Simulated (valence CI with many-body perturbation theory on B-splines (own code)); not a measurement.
# E1 transitions of Cr XI

Method: relativistic CI+MBPT: four valence electrons over a frozen Dirac-Fock core [Ne], a basis of 11 s, 11 p, 10 d, 8 f, 5 g, 2 h functions for each j, with the one-electron correlation potential Σ1 (screened to all orders), the two-electron term Σ2, the three-electron term Σ3, Breit, model QED; selected single and double excitations, second order for the rest, scaled by the run's own slope (own B-spline code, finite nucleus).

No measured levels were compared; by estimate levels of excited configurations hold to 0.05 to 0.15 % of their energy, terms of the ground configuration to about 0.5 %. Among the levels kept, up to 640 cm⁻¹ of a level comes from second order outside the variational space, and about a tenth of that is noise between levels of different J, which matters for small intervals.

Lines 1 to 50 of 566 in falling wavelength, among levels below 1029300 cm⁻¹, chosen from the strongest by gf and those to the six lowest levels. Wavelengths and rates use the calculated energies, so an error of 200 cm⁻¹ moves a line at 608.3 Å by 0.12 % and its rate by three times that or more. Electric multipoles are in the length gauge, E1 and E2 with the static RPA response of the core. Weak lines are less certain than strong ones. Lines between different terms over intervals too small for the method are left out, as are lines whose strength nearly cancels. Where a level lies close to another of its J and parity, the split of strength between their lines is uncertain. The highest levels of a list are the least certain.

Names give the largest LS component (configuration and term), which can be under half, so a name can repeat, a term be missing and a line seem to break the LS rules; names also repeat where a configuration has a term twice. Letters in brackets count levels of one name in rising energy.

```tsv
λ vac (Å)	Upper	Lower	A (s⁻¹)	S (a.u.) with core polarisation	S without
608.3	3p3 3d 3G°_5	3s 3p2 3d 3F_4 [c]	7.55e+08	9.23e-01	9.61e-01
607.4	3p3 3d 3G°_4	3s 3p2 3d 3F_3 [c]	5.58e+08	5.55e-01	5.78e-01
603.8	3p3 3d 3G°_3	3s 3p2 3d 3F_2 [c]	6.27e+08	4.77e-01	4.97e-01
602.0	3s 3p3 5S°_2	3s2 3p2 3P_2	3.67e+06	1.98e-03	2.06e-03
598.5	3s 3p3 3D°_1	3s2 3p2 1S_0	1.08e+06	3.44e-04	3.59e-04
579.4	3s 3p3 5S°_2	3s2 3p2 3P_1	1.95e+06	9.36e-04	9.74e-04
578.9	3p3 3d 3F°_4 [a]	3s 3p2 3d 3D_3 [b]	3.14e+08	2.71e-01	2.81e-01
571.2	3p3 3d 3F°_4 [a]	3s 3p2 3d 3F_4 [b]	3.79e+08	3.14e-01	3.27e-01
564.5	3p3 3d 3F°_3 [a]	3s 3p2 3d 3F_3 [b]	5.03e+08	3.13e-01	3.26e-01
559.6	3p3 3d 3F°_2 [a]	3s 3p2 3d 3F_2 [b]	6.67e+08	2.88e-01	3.00e-01
545.0	3p3 3d 1F°_3 [b]	3s 3p2 3d 1F_3 [b]	6.86e+08	3.84e-01	3.99e-01
527.0	3p3 3d 3F°_2 [b]	3s 3p2 3d 3D_1 [d]	7.31e+08	2.64e-01	2.75e-01
522.5	3p3 3d 3F°_3 [b]	3s 3p2 3d 3D_2 [d]	7.21e+08	3.55e-01	3.70e-01
517.7	3p3 3d 1F°_3 [c]	3s 3p2 3d 1F_3 [b]	4.84e+08	2.32e-01	2.42e-01
512.8	3p3 3d 3F°_4 [b]	3s 3p2 3d 3D_3 [d]	9.34e+08	5.60e-01	5.83e-01
504.3	3p3 3d 3G°_5	3s 3p2 3d 3F_4 [b]	3.49e+08	2.43e-01	2.52e-01
494.7	3p3 3d 3G°_4	3s 3p2 3d 3F_3 [b]	4.39e+08	2.36e-01	2.45e-01
492.0	3s 3p3 3P°_1	3s2 3p2 1S_0	1.03e+07	1.81e-03	1.89e-03
487.4	3s 3p3 3D°_1	3s2 3p2 1D_2	1.19e+07	2.05e-03	2.13e-03
487.1	3s 3p3 3D°_2	3s2 3p2 1D_2	5.33e+06	1.52e-03	1.59e-03
483.6	3s 3p3 3D°_3	3s2 3p2 1D_2	4.07e+07	1.59e-02	1.66e-02
463.6	3p3 3d 1D°_2 [a]	3s 3p2 3d 1P_1 [a]	8.05e+08	1.98e-01	2.06e-01
459.4	3p3 3d 3D°_3 [b]	3s 3p2 3d 3F_4 [c]	7.65e+08	2.56e-01	2.67e-01
456.5	3p3 3d 3F°_4 [b]	3s 3p2 3d 3F_4 [c]	7.52e+08	3.18e-01	3.31e-01
446.0	3p3 3d 3D°_3 [b]	3s 3p2 3d 3D_3 [c]	6.47e+08	1.98e-01	2.06e-01
443.3	3p4 1D_2	3s 3p3 1D°_2	3.46e+09	7.44e-01	7.75e-01
440.9	3p4 1S_0	3s 3p3 1P°_1	5.62e+09	2.38e-01	2.48e-01
440.5	3p3 3d 3P°_2 [b]	3s 3p2 3d 3D_3 [c]	1.67e+09	3.53e-01	3.68e-01
437.6	3p3 3d 1F°_3 [a]	3s 3p2 3d 1D_2 [b]	1.48e+09	4.29e-01	4.46e-01
434.1	3s 3p3 3D°_1	3s2 3p2 3P_2	9.41e+06	1.14e-03	1.19e-03
433.9	3s 3p3 3D°_2	3s2 3p2 3P_2	7.43e+07	1.50e-02	1.56e-02
431.2	3s 3p3 3D°_3	3s2 3p2 3P_2	1.02e+09	2.81e-01	2.93e-01
428.3	3s 3p2 3d 1F_3 [a]	3s2 3p 3d 3P°_2 [b]	7.22e+08	1.96e-01	2.04e-01
427.4	3p3 3d 1F°_3 [b]	3s 3p2 3d 1D_2 [b]	8.30e+08	2.24e-01	2.33e-01
423.9	3p3 3d 3D°_2 [a]	3s 3p2 3d 3P_1 [a]	1.04e+09	1.95e-01	2.03e-01
423.2	3p3 3d 3P°_2 [b]	3s 3p2 3d 3S_1	1.12e+09	2.09e-01	2.17e-01
422.4	3p3 3d 3G°_3	3s 3p2 3d 3G_3	1.96e+09	5.10e-01	5.31e-01
422.3	3s 3p3 3D°_1	3s2 3p2 3P_1	3.14e+08	3.50e-02	3.64e-02
422.1	3p3 3d 3G°_4	3s 3p2 3d 3G_4	1.91e+09	6.39e-01	6.65e-01
422.1	3s 3p3 3D°_2	3s2 3p2 3P_1	1.08e+09	2.01e-01	2.09e-01
421.7	3p3 3d 3G°_5	3s 3p2 3d 3G_5	2.32e+09	9.43e-01	9.82e-01
420.0	3p3 3d 1D°_2 [a]	3s 3p2 3d 1F_3 [a]	3.09e+09	5.65e-01	5.87e-01
419.0	3p3 3d 1P°_1 [a]	3s 3p2 3d 1P_1 [a]	1.92e+09	2.09e-01	2.17e-01
414.3	3s 3p3 3P°_1	3s2 3p2 1D_2	2.91e+07	3.06e-03	3.19e-03
413.8	3s 3p2 3d 1F_3 [a]	3s2 3p 3d 3P°_2 [a]	1.25e+09	3.07e-01	3.19e-01
413.8	3s 3p3 3P°_2	3s2 3p2 1D_2	3.55e+06	6.21e-04	6.47e-04
412.7	3p3 3d 3D°_3 [a]	3s 3p2 3d 3P_2 [a]	1.46e+09	3.54e-01	3.68e-01
412.6	3s 3p3 3D°_1	3s2 3p2 3P_0	8.93e+08	9.29e-02	9.67e-02
410.7	3p3 3d 1G°_4	3s 3p2 3d 1F_3 [a]	4.57e+09	1.41e+00	1.46e+00
404.4	3p3 3d 1G°_4	3s 3p2 3d 1G_4	5.03e+09	1.48e+00	1.53e+00
```
